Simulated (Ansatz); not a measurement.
Cost and result up the ladder for SbTe4 (5 atoms). The state is a doublet with charge 0. Geometry: PBE-D4/def2-SVP.

| atom | x (Å) | y (Å) | z (Å) |
| --- | --- | --- | --- |
| Sb1 | -0.973 | 0.482 | 0.938 |
| Te2 | -2.825 | 1.514 | -0.564 |
| Te3 | -0.227 | -2.227 | -0.166 |
| Te4 | 1.716 | 1.447 | -0.037 |
| Te5 | 2.310 | -1.216 | -0.170 |

Ansatz on 4 threads of Intel Xeon 6975P-C on a shared host. Times are rough, and most runs start from the orbitals of an earlier one. PBE0-D4/def2-TZVP serves as the yardstick here, not as an exact answer. Differences are given only for rows in sets of like size (and for xTB, whose basis is part of the method), since another set adds its own error. Binding counts from free atoms at the same level (Sb quartet, Te triplet; other spins of the atoms weren't run), without zero-point energy or a counterpoise term.

In the def2 sets Sb, Te take a core potential; there is no spin–orbit coupling. B3LYP takes the VWN-RPA correlation. Correlated methods freeze 20 core orbitals; core or outer-core shells of Sb, Te are correlated, in sets that lack core-valence functions. The rows differ in basis, and correlated rows in double-zeta sets carry the largest basis error. Another isomer (doublet) lies 0.62 eV lower at PBE0-D4/def2-TZVP; other spin states weren't run for this one.

Correlated methods converge slowly with the basis, most of all in double-zeta sets.

| level | functions | wall time |
| --- | --- | --- |
| PBE-D4/def2-TZVP (with forces) | 250 | 5.5 s |
| r2SCAN-D4/def2-TZVP | 250 | 10 s |
| B3LYP-D4/def2-TZVP | 250 | 14 s |
| BHLYP-D4/def2-TZVP | 250 | 15 s |
| PBE0-D4/def2-TZVP | 250 | 17 s |
| CCSD(T)/def2-SVP | 130 | 2.2 min |

(1) Estimate what each level gives for the binding energy per atom (eV).

Answers

(1) 
```
                         level  binding energy per atom (eV)  difference from PBE0-D4/def2-TZVP (eV)
PBE-D4/def2-TZVP (with forces)                          2.18                                    0.24
           r2SCAN-D4/def2-TZVP                          1.93                                   -0.01
            B3LYP-D4/def2-TZVP                          1.95                                    0.01
            BHLYP-D4/def2-TZVP                          1.71                                   -0.23
             PBE0-D4/def2-TZVP                          1.94                                    0.00
              CCSD(T)/def2-SVP                          1.38                                       –
```
